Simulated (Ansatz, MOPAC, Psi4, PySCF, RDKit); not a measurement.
Complex: HF (SMILES F) (first 2 atoms) with H2S (SMILES S); geometry from B3LYP-D3(BJ)/def2-TZVP.
(charge 0, multiplicity 1):
```csv
atom,x (Å),y (Å),z (Å)
F,-0.3220,1.2299,0.1026
H,-0.0385,0.6519,0.7866
S,0.4358,-0.7139,2.4996
H,-0.1423,0.0907,3.4072
H,-0.6831,-1.4397,2.3360
```

```tsv
level	interaction energy (kcal/mol)	minus CCSD(T)/CBS(aug-cc-pV(T+d)Z, aug-cc-pV(Q+d)Z)	cost
UFF	14.27	19.60	-
AM1	-1.78	3.56	-
PM6	-0.77	4.57	-
HF/STO-3G (no counterpoise)	-3.01	2.33	-
BLYP-D3(BJ)/def2-TZVPPD	-6.17	-0.83	×1
B3LYP/def2-TZVPPD	-5.30	0.03	×1
M06-2X/def2-TZVPPD	-5.55	-0.22	-
SCS-MP2/aug-cc-pV(D+d)Z	-4.02	1.31	-
CCSD/aug-cc-pV(Q+d)Z	-4.79	0.55	-
CCSD(T)/aug-cc-pV(D+d)Z	-4.35	0.98	×3
CCSD(T)/aug-cc-pV(T+d)Z	-4.98	0.35	×30
CCSD(T)/aug-cc-pV(Q+d)Z	-5.18	0.15	×1000*
CCSD(T)/CBS(aug-cc-pV(T+d)Z, aug-cc-pV(Q+d)Z)	-5.33	0.00	×1000*
SAPT0/jun-cc-pV(D+d)Z	-4.63	0.70	-
```

 The comparison column counts from a level with limits of its own.

The rows run from -6.17 (BLYP-D3(BJ)/def2-TZVPPD) to 14.27 kcal/mol (UFF). From aug-cc-pV(D+d)Z to aug-cc-pV(Q+d)Z CCSD(T) changes by -0.83.

Monomers are frozen at their geometry in the pair; levels with a basis set take the counterpoise correction. Rows marked so take none. RDKit's UFF carries no charges.

Correlated levels freeze the cores. CBS(a, b) extrapolates the correlation energy as X⁻³ and adds the Hartree–Fock energy of set b. Rows in STO-3G carry no dispersion term and start afresh at each structure. The state that AM1, PM6 reach isn't checked.

Programs: Ansatz (an electronic-structure program); MOPAC for AM1, PM6 (differences of heats of formation); Psi4 for SAPT; PySCF for M06-2X, STO-3G rows, the dispersion terms; RDKit for the force fields. 

Costs are rough ratios of core time to PBE/def2-TZVPPD (about 3 s over the structures, on one shared machine); a dash marks a level with no comparable run of its own. A star marks coupled-cluster runs past 200 virtual orbitals, where the program's memory plan changes under this machine's limit, so their costs aren't comparable with smaller runs.
